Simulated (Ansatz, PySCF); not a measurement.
GaHBr2, SMILES [Br][GaH][Br].

Geometry optimised at ωB97X-D3(BJ)/def2-SVP. The structure was generated by enumeration; whether it is a known compound was not checked.

Vertical ionisation energy (IE) and electron affinity (EA) in eV. Rows of orbital energies are one-electron estimates. Where ΔSCF, EOM or ADC give a negative EA the extra electron is unbound and the value depends on the basis.

```tsv
level	IE	EA
−ε(HOMO), −ε(LUMO), B3LYP/def2-TZVPD (PySCF)	?	?
−ε(HOMO), −ε(LUMO), PBE/def2-TZVPD (PySCF)	7.26	2.64
ΔSCF, CAM-B3LYP/def2-SVPD (Ansatz), final states of multiplicity 2 and 2	10.83	0.27
ΔSCF, PBE/def2-SVPD (Ansatz), final states of multiplicity 2 and 2	10.24	0.28
```

Question: Fill in the missing entries. (Estimate from the structure and the level; the computed values follow.)

Answer: 
- −ε(HOMO), −ε(LUMO), B3LYP/def2-TZVPD (PySCF), IE: 8.25
- −ε(HOMO), −ε(LUMO), B3LYP/def2-TZVPD (PySCF), EA: 2.13

Question: What vertical singlet–triplet gap does ΔSCF give with CAM-B3LYP/def2-SVPD (Ansatz, an electronic-structure program) and with PBE/def2-SVPD (Ansatz)? (An estimate is asked for; the answer gives what the named calculation found.)

Answer: 5.54 and 4.83 eV (triplet above singlet where positive).
